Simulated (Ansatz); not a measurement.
Gas-phase electronic energies from Ansatz, PBE0-D4/def2-TZVP geometries. CCSD(T)/CBS adds triple-zeta CCSD(T) − MP2 to the extrapolated MP2 energy (def2 sets, frozen cores). One conformer a species, not always the lowest.

Reaction (formal exchange of groups at a C–Si bond): `C=C[Si](O)(O)S` + `C=CF` → `C=C/C=C\F` + `O[SiH](O)S`

`C=C[Si](O)(O)S`:

Cartesian coordinates in Å:
```
C 0.929 -1.851 0.528
C 0.995 -0.675 -0.091
Si -0.410 0.520 -0.151
O -1.604 -0.181 0.725
O 0.042 2.002 0.397
S -1.126 0.922 -2.123
H 0.026 -2.172 1.037
H 1.770 -2.539 0.549
H 1.920 -0.402 -0.595
H -2.480 0.200 0.636
H 0.540 2.016 1.217
H -0.602 2.158 -2.129
```

`C=CF`:

Z-matrix (Å, degrees):
```
C
C 1 1.316
H 1 1.081 2 119.2
H 1 1.082 2 121.6 3 -180.0
F 2 1.336 1 122.3 3 180.0
H 2 1.084 1 125.7 3 0.0
```

`C=C/C=C\F`:

```xyz
10

C    -1.652   -0.764    0.353
C    -0.518   -0.438   -0.266
C     0.483    0.437    0.302
C     1.621    0.781   -0.288
F     1.959    0.336   -1.502
H    -2.377   -1.424   -0.108
H    -1.889   -0.381    1.340
H    -0.311   -0.839   -1.254
H     0.308    0.856    1.288
H     2.374    1.436    0.134
```

`O[SiH](O)S`:

Z-matrix (Å, degrees):
```
Si
O 1 1.629
S 1 2.137 2 115.3
O 1 1.641 2 106.1 3 -122.0
H 1 1.476 2 107.0 3 115.4
H 2 0.959 1 117.6 3 88.8
H 3 1.345 1 94.4 2 -64.7
H 4 0.959 1 116.5 2 161.4
```

| species | CCSD(T)/def2-TZVPP energy (Eh) |
| --- | --- |
| `C=C[Si](O)(O)S` | -916.86242 |
| `C=CF` | -177.57682 |
| `C=C/C=C\F` | -254.83389 |
| `O[SiH](O)S` | -839.59778 |

(1) Work out ΔE.

Largest T1 diagnostic among the species: 0.012.

Answers

(1) ΔE = (-254.83389) + (-839.59778) − (-916.86242) − (-177.57682) = 0.00757 Eh = +0.21 eV. CCSD(T)/CBS gives +0.21 eV.

The D4 term adds +0.07 eV with B3LYP and +0.04 eV with PBE0; it sums over pairs of atoms, weighted by their polarisabilities, and B3LYP, whose exchange is more repulsive, gets the larger term. From PBE to PBE0 (25 % exact exchange), in def2-TZVPP and without D4, ΔE moves by +0.04 eV.

B3LYP here is the variant with VWN-RPA as its local correlation; programs differ in this.
